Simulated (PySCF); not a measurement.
## Spin states of TlI⁺

Unrestricted PBE0; basis Tl cc-pVDZ-PP with ECP60, I cc-pVDZ-PP with ECP28; scalar-relativistic core potentials; PySCF 2.14. Outer shells of the fragments: Tl+ 5d10 6s2; I 4d10 5s2 5p5.

Followed along the bond (rough minima from three points):

```csv
2Ms+1,unpaired,⟨S²⟩ at the start,R at minimum (Å),Te (eV)
2,π ↑,0.75,3.43,0.00
2,σ ↑,0.76,3.13,0.36
4,"σ ↑, π ↑↑",3.76,3.07,4.98
```

Solutions found at the starting distance of 2.840 Å, counted from the lowest of them; the search is not exhaustive and high or unbound solutions are not listed, so other states can lie among these:

| 2Ms+1 | unpaired | term | E (eV) | ⟨S²⟩ | ⟨Lz²⟩ | μ (D) |
| --- | --- | --- | --- | --- | --- | --- |
| 2 | σ ↑ | ²Σ⁺ | 0.00 | 0.76 | 0.00 | -2.71 |
| 2 | π ↑ | ²Π | 0.06 | 0.75 | 1.01 | -0.46 |
| 4 | σ ↑, π ↑↑ | mixed | 4.64 | 3.76 | 2.01 | 3.06 |
| 4 | σ ↑, π ↑↑ | mixed | 4.76 | 3.76 | 2.01 | 3.08 |
| 2 | σ ↑, π ↑↓ | mixed | 5.09 | 1.76 | 2.01 | 3.66 |
| 2 | σ ↓, π ↑↑ | mixed | 5.19 | 1.76 | 2.01 | 3.35 |
| 4 | σ ↑↑, π ↑ | ⁴Π | 5.88 | 3.75 | 1.01 | 3.74 |
| 4 | π ↑↑↑ | ⁴Π | 6.28 | 3.75 | 1.00 | 7.61 |
| 4 | σ ↑, π ↑↑ | ⁴Σ⁻ | 7.41 | 3.75 | 0.00 | 7.85 |

A term symbol is given only where ⟨S²⟩ and ⟨Lz²⟩ are close to those of a pure state; real π, δ and φ orbitals otherwise mix terms. A positive dipole points towards I; it is taken about the centre of mass and depends on that origin.

**Question.** Compare the gap between the two lowest followed solutions at the starting distance with the gap between their minima.

**Answer.** At PBE0 the second solution (doublet, unpaired electrons σ ↑) lies -0.06 eV from the first (doublet, unpaired electrons π ↑) at 2.840 Å and +0.36 eV at the minima; the two curves relax by different amounts, since their minima lie near 3.13 and 3.43 Å.

Spin–orbit coupling is left out, which matters for elements this heavy, above all for dissociation energies. Counting both spins, an empty level lies below a filled one in some of these solutions, because spin and occupation are held.
